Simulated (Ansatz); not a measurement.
Molecule: sum formula HSiO2, charge 0, multiplicity 2. It need not be the lowest isomer of its formula. 
Structure (B3LYP-D3(BJ)/def2-TZVP (Ansatz, an electronic-structure program) minimum search):
```xyz
4

Si    -0.3586    -0.1016    -0.1448
O     -0.5497    -0.1792     1.3687
O      1.0441     0.3150    -0.8842
H      1.0643     0.3351    -1.8479
```
Charge 0, spin multiplicity 2.

Parts of the frozen-core correlation energy in 6-31G* (Ansatz, hartree). Frozen orbitals: 7; correlated occupied orbitals by spin: 9 and 8; virtual: 35 and 36. UHF or UKS for open shells. No spin-orbit coupling. Non-relativistic.

```json
[
 {"term": "reference (HF)", "value": "-439.21723"},
 {"term": "MP2 opposite-spin", "value": "-0.31783"},
 {"term": "MP2 same-spin", "value": "-0.12189"},
 {"term": "CCSD correlation", "value": "-0.44586"},
 {"term": "(T)", "value": "-0.01339"},
 {"term": "T1 diagnostic", "value": "0.025"},
 {"term": "largest doubles amplitude", "value": "0.058"},
 {"term": "<S^2> of the reference", "value": "0.766"}
]
```
